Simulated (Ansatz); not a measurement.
Isolated molecules relaxed with PBE0-D4/def2-TZVP in Ansatz; ΔE leaves out vibrations. CCSD(T)/CBS is the MP2 limit (def2-TZVPP, def2-QZVPP) plus CCSD(T) − MP2 in def2-TZVPP, frozen cores. This one scheme is used for every species. DFT in def2-TZVPP. HSE06 is defined as in plane-wave codes. def2 core potentials past Kr. For Mo outer-core shells are correlated without core-valence functions, which leaves a few kJ/mol of doubt a bond. One conformer a species, not always the lowest.

Reaction (redistribution): `C[O][AlH][F]` + `[NH2][Mo]([NH2])(=[S])=[S]` → `C[O][AlH][NH2]` + `[NH2][Mo]([F])(=[S])=[S]`

`C[O][AlH][F]`:

Z-matrix (Å, degrees):
```
C
O 1 1.399
H 1 1.094 2 109.9
H 1 1.096 2 112.4 3 120.7
H 1 1.094 2 109.9 3 -118.7
Al 2 1.670 1 138.4 3 -120.7
F 6 1.649 2 119.9 1 0.1
H 6 1.562 2 120.2 1 -179.9
```

`[NH2][Mo]([NH2])(=[S])=[S]`:

```xyz
9

N     1.191   -1.057    0.447
Mo   -0.037    0.416    0.436
N    -1.131    0.397   -1.138
S    -1.302    0.218    2.107
S     1.085    2.196    0.425
H     0.986   -1.955    0.857
H     2.121   -1.015    0.059
H    -0.889    0.869   -1.996
H    -2.023   -0.070   -1.197
```

`C[O][AlH][NH2]`:

Cartesian coordinates in Å:
```
C -0.276 0.992 1.678
O -0.025 0.659 0.347
Al 0.054 -0.786 -0.520
N 0.411 -0.678 -2.240
H -1.157 1.641 1.748
H -0.457 0.112 2.309
H 0.575 1.538 2.099
H -0.180 -2.183 0.180
H 0.484 -1.472 -2.854
H 0.571 0.177 -2.747
```

`[NH2][Mo]([F])(=[S])=[S]`:

Cartesian coordinates in Å:
```
N 0.260 1.170 0.059
Mo -0.256 -0.653 -0.044
F -2.086 -0.795 -0.236
S 0.718 -1.493 -1.700
S 0.367 -1.587 1.726
H 0.584 1.702 -0.736
H 0.413 1.656 0.931
```

```json
{"level": "PBE-D4", "ΔE (kcal/mol)": "8.7"}
{"level": "HSE06", "ΔE (kcal/mol)": "9.4"}
{"level": "MP2/def2-SVP", "ΔE (kcal/mol)": "13.4"}
{"level": "HF/def2-QZVPP", "ΔE (kcal/mol)": "10.9"}
```

**Question.** What does CCSD(T)/CBS give? (Estimate.)

**Answer.** The calculation gave: +11.9 kcal/mol. The listed levels differ from it by -3.2, -2.5, 1.5, -1.0 kcal/mol.

Largest T1 diagnostic among the species: 0.025, so the coupled-cluster value is less sure than usual.

From r2SCAN to r2SCAN0 (25 % exact exchange), in def2-TZVPP and without D4, ΔE moves by +1.5 kcal/mol. Leaving LDA and LC-ωPBE aside and taking each functional with its dispersion term where it has one, the values, not all of them listed here, spread over 3.6 kcal/mol, from B97M-V to PBE-QIDH. LDA lies +1.1 kcal/mol from PBE without D4. The D4 term adds +1.2 kcal/mol with B3LYP and +0.7 kcal/mol with PBE0; it sums over pairs of atoms, weighted by their polarisabilities, and B3LYP, whose exchange is more repulsive, gets the larger term.

B3LYP here is the variant with VWN-RPA as its local correlation; programs differ in this.
